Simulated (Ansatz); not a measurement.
**A barrier at the coupled-cluster level**

Start structure (GaH₂SF, closed shell), relaxed at PBE0-D4/def2-TZVP:

```csv
atom,x (Å),y (Å),z (Å)
Ga1,-0.4594,0.4601,-0.0729
F2,0.8315,1.4586,0.5745
S3,0.1016,-1.6389,-0.2801
H4,1.3366,-1.4075,0.1994
H5,-1.8104,1.1277,-0.4209
```

The step: GaH₂SF ([F][GaH][SH]) → GaHS ([S][GaH]) + HF; bonds formed: F2–H4; bonds broken: Ga1–F2, S3–H4. Ansatz 0.2.0; basis: def2-TZVPP and def2-QZVPP; cores frozen in the correlated methods. Filled d shells of the heavier atoms are correlated. The def2 sets are not built for correlating such inner shells, so the correlated values are less sure here. Extrapolation: Hartree–Fock as exp(−7.88 √X), correlation as X^−2.97. Energies below are by CCSD(T) at an estimated basis limit (MP2 extrapolated from triple and quadruple zeta, plus CCSD(T) − MP2 in triple zeta).

Problem. What are the electronic barrier and the energy of the step, from the start structure to the end structure? (An estimate is asked for; the value comes from the calculation.)

Solution. The calculation gives: Barrier 33.24 kcal/mol; step energy 29.74 kcal/mol (uphill); reverse barrier, their difference, 3.50 kcal/mol. Barrier and step energy count from the start structure, the reverse barrier from the end structure.

The saddle point: One imaginary mode of 664i cm⁻¹.
```tsv
pair	start (Å)	saddle (Å)	end (Å)
F2–H4	2.93	1.12	0.97
Ga1–F2	1.76	2.04	2.32
S3–H4	1.34	1.76	2.17
```

Zero-point energy (harmonic, PBE0-D4): ZPE is 11.52 kcal/mol at the start and 10.23 kcal/mol at the saddle, so the barrier goes from 33.24 to 31.95 kcal/mol.

First-order rate constant out of the start structure at 498 K by transition-state theory, with harmonic vibrational free energies alone and no tunnelling: ΔA‡ = 33.16 kcal/mol, so k = (kB T/h) exp(−ΔA‡/kB T) ≈ 10^-2 s⁻¹ (an order of magnitude at best: rotation, the number of equivalent paths and anharmonicity are left out).

T1 diagnostic: at most 0.016.

Labels in which every atom is bracketed show which atoms are joined, not bond orders.

For scale, one of the runs: CCSD(T)/def2-TZVPP, 149 basis functions, launched by `ansatz run in.yaml --threads 2 --pin off --events-out ev --progress --plain --max-ram 4352MiB`. Hardware: 2 CPU threads, shared host. Wall time 26 s; peak host memory 0.93 GiB.
